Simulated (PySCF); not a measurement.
Ge(H)3(tBu) (C4H12Ge), SMILES C[C](C)(C)[GeH3]. Coordinates come from a PBE-D3(BJ)/def2-SVP optimisation. The isomer is the one that the SMILES or the coordinates give; other isomers of the formula were not compared.

These are PBE-D3(BJ)/def2-SVP (PySCF 2.14.0) values and carry that method's errors.

Harmonic wavenumbers (cm⁻¹): 120, 203, 203, 240, 271, 279, 279, 358, 358, 533, 538, 538, 791, 818, 852, 852, 923, 928, 928, 997, 997, 1162, 1192, 1192, 1332, 1332, 1358, 1401, 1404, 1404, 1426, 1426, 1434, 2055, 2072, 2072, 2942, 2942, 2946, 3024, 3024, 3025, 3050, 3051, 3051. Rotational constants (GHz): 4.251, 1.946, 1.946; symmetry number 3.

Work out the zero-point energy and the ideal-gas rigid-rotor harmonic-oscillator thermochemistry at 298.15 K and 1 atm.

ZPE = ½ Σ hcν = ½ × 61322 cm⁻¹ = 366.79 kJ/mol. H − E(el) = 391.39 kJ/mol. Entropy in J/(mol K): translation 169.72, rotation 105.47, vibration 81.13, total 356.32. G − E(el) = 285.15 kJ/mol. Cp = 139.58 J/(mol K). Modes under 150 cm⁻¹ make the vibrational entropy uncertain.
